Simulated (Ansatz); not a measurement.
Molecule: sum formula AlHCl2, charge 0, multiplicity 1. 
Coordinates optimised at B3LYP-D3(BJ)/def2-TZVP (Ansatz, a program for electronic structure):
```
Al
H 1 1.5570
Cl 1 2.0903 2 120.87
Cl 1 2.0903 2 120.87 3 180.00
```

Wanted: atomisation energy (electronic, to ground-state atoms), in eV. Valence correlation only, unless marked. UHF or UKS for open shells. No spin-orbit coupling. Non-relativistic. The coupled-cluster limit lacks core correlation, which all-electron functionals hold. CBS(X,Y): correlation extrapolated as X^-3; Hartree-Fock from the larger set (for Q and 5 zeta extrapolated as (X+1)exp(-9√X)).

```json
[
 {"level": "HF/cc-pV(T+d)Z", "program": "Ansatz", "atomisation energy (eV)": "9.58"},
 {"level": "BHLYP-D4/def2-TZVPD", "program": "Ansatz + dftd4", "atomisation energy (eV)": "11.75"},
 {"level": "BHLYP/def2-TZVPD", "program": "Ansatz", "atomisation energy (eV)": "11.61"},
 {"level": "MP2/6-31G", "program": "Ansatz", "atomisation energy (eV)": "8.71"}
]
```

Estimate the value at CCSD(T)/CBS(cc-pV(Q+d)Z,cc-pV(5+d)Z) as computed with Ansatz.

12.28 eV, so MP2/6-31G differs from it by -3.57 eV.
